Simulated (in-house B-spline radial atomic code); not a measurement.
**Se⁴⁺: [Ar] 3d10 4s2**

All numbers are computed (non-relativistic PW91, spin-polarised, spherical fractional occupations; point nucleus) with a radial B-spline atomic code at the basis-set limit, not measured.

Z_r = [3n² - l(l+1)]/(2<r>); Z_e = n√(-2ε); the last column is Slater's effective charge. Values are occupation-weighted means over spin.

```tsv
shell	electrons	ε (eV)	<r> (bohr)	Z_r	Z_e	Slater
1s	2	-12356	0.04499	33.34	30.14	33.70
2s	2	-1614	0.2	30.00	21.78	29.85
2p	6	-1454.9	0.1727	28.94	20.68	29.85
3s	2	-257.45	0.5844	23.10	13.05	22.75
3p	6	-202.69	0.5931	21.08	11.58	22.75
3d	10	-105.63	0.6211	16.91	8.36	12.85
4s	2	-60.934	1.612	14.89	8.47	8.35
```

The least bound orbital is 4s at -60.93 eV, and it is also the most diffuse (<r> = 1.612 bohr).
